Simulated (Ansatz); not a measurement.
Consider the isomerisation: `FC([SiH3])([SiH3])[SiH3]` → `C[SiH2][SiH](F)[SiH3]`.

Gas-phase electronic energies from Ansatz, PBE0-D4/def2-TZVP geometries. CCSD(T)/CBS adds triple-zeta CCSD(T) − MP2 to the extrapolated MP2 energy (def2 sets, frozen cores). DFT in def2-TZVPP. B3LYP here is the variant with VWN-RPA as its local correlation; programs differ in this. One conformer a species, not always the lowest.

```
             level  ΔE (kcal/mol)
            PBE-D4          -60.9
           ωB97X-V          -58.7
             B3LYP          -61.4
SCS-MP2/def2-QZVPP          -59.5
```

**Question.** What does CCSD(T)/CBS give? (An estimate is asked.)

**Answer.** Ansatz gave: -60.4 kcal/mol. The listed levels differ from it by -0.5, 1.7, -1.0, 0.9 kcal/mol.

Largest T1 diagnostic among the species: 0.013.

From PBE to PBE0 (25 % exact exchange), in def2-TZVPP and without D4, ΔE moves by −1.0 kcal/mol. The D4 term adds +2.4 kcal/mol with B3LYP and +1.2 kcal/mol with PBE0; it sums over pairs of atoms, weighted by their polarisabilities, and B3LYP, whose exchange is more repulsive, gets the larger term.
